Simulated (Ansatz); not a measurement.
Born–Oppenheimer molecular dynamics of F3H3Si (7 atoms, charge 0, multiplicity 1). It starts at the highest image of a converged band. Of that band: Neighbouring images differ by up to 1.3 eV, so the band resolves the path poorly. A vibrational analysis at the climbing image gives one clearly imaginary mode, 948i cm⁻¹: a first-order saddle point.

Level of theory: RKS BLYP-D4/def2-SVP in Ansatz.

* ensemble: NVE (velocity Verlet)
* time step: 0.5 fs
* steps asked: 200
* starting velocities drawn for: 300 K
* seed: 9516

First frame:

```xyz
7
Properties=species:S:1:pos:R:3
Si -0.242 0.000 -0.044
H 0.170 -0.009 1.606
F 1.380 -0.030 -0.300
H -0.650 1.178 -0.837
F -0.694 -1.474 -0.557
F -1.839 0.161 1.020
H -0.828 0.068 1.667
```

(1) How far do the bonds stretch over the last three quarters of this one trajectory? (Pairs bonded in most of those frames.)

Results:

(1) 
| bond | mean (Å) | spread (Å) | shortest | longest |
| --- | --- | --- | --- | --- |
| Si1–F3 | 1.650 | 0.064 | 1.55 | 1.74 |
| Si1–H4 | 1.483 | 0.026 | 1.44 | 1.53 |
| Si1–F5 | 1.629 | 0.014 | 1.61 | 1.66 |
| Si1–F6 | 1.649 | 0.080 | 1.52 | 1.76 |
| H2–H7 | 0.773 | 0.016 | 0.75 | 0.80 |

Mean temperature of the second half: 2473 K. The conserved energy stayed within 0.082 meV per atom of its start (net change 0.0027 meV per atom), so the integration is sound. The kinetic energy rose, since the run started high on the potential surface and went downhill. It ends in pieces (F3HSi + H2), so much of that is their flight and rotation, not heat. A run of 0.1 ps of so small a system gives no equilibrium averages. The orbitals stay closed-shell, which can raise the energy where a bond breaks towards radicals; this wasn't checked here.

Time of the run: 2.2 min on 1 thread of AMD EPYC 9R45 96-Core Processor (Zen 5), on a shared host, peak memory 0.14 GiB.
